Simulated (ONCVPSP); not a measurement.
Which change was made? (B, ONCV)

ONCVPSP 4.0.1 input, shortened (lines: element, Z, core and valence counts, functional; n l f; lmax; l rc ep ncon nbas qcut; lloc lpopt rc5 dvloc0; l nproj debl; icmod fcfact rcfact), LDA (Perdew-Zunger), scalar-relativistic:

```
  B 5.00    1    2        3      upf
    1    0    2.00
    2    0    2.00
    2    1    1.00
    1
    0    1.25    0.00    4    8    4.80
    1    2.05    0.00    5    9    3.90
    4    5    1.05    0.00
    0    2    2.10
    1    1    2.00
    1    0.75    0.00
```

Cutoffs, loose and tight: the cutoffs (Ha) at which the residual kinetic energy of the hardest occupied pseudo-wave falls to 1 and 0.1 mHa per electron. They do not see the model core or the augmentation charge, which bear on the density cutoff. Test errors are all-electron minus pseudo excitation energies from the reference, over the configurations 2s2 2p0; 2s1 2p0; 2s2 2p0.5; 2s1 2p2; variants that change the core or the reference have their own tests.

The base gives: outcome: generated; cutoff, loose: 21 Ha; cutoff, tight: 56 Ha; bound ghosts: none; GHOST(+) flags above zero: none; largest test error (meV): +108.

Problem. After one change the result is: outcome: generated; cutoff, loose: 25 Ha; cutoff, tight: 57 Ha; bound ghosts: none; GHOST(+) flags above zero: none; largest test error (meV): +144. Which change was it?
A. s: qcut 3.6; p: qcut 2.9
B. p: rc 2.46
C. reference 2s1.5 2p1.5

Solution. C. The others give: s: qcut 3.6; p: qcut 2.9 → outcome: generated; cutoff, loose: 51 Ha; cutoff, tight: 100 Ha; bound ghosts: none; GHOST(+) flags above zero: none; largest test error (meV): +140 | p: rc 2.46 → outcome: generated; cutoff, loose: 12 Ha; cutoff, tight: 50 Ha; bound ghosts: none; GHOST(+) flags above zero: none; largest test error (meV): +173.
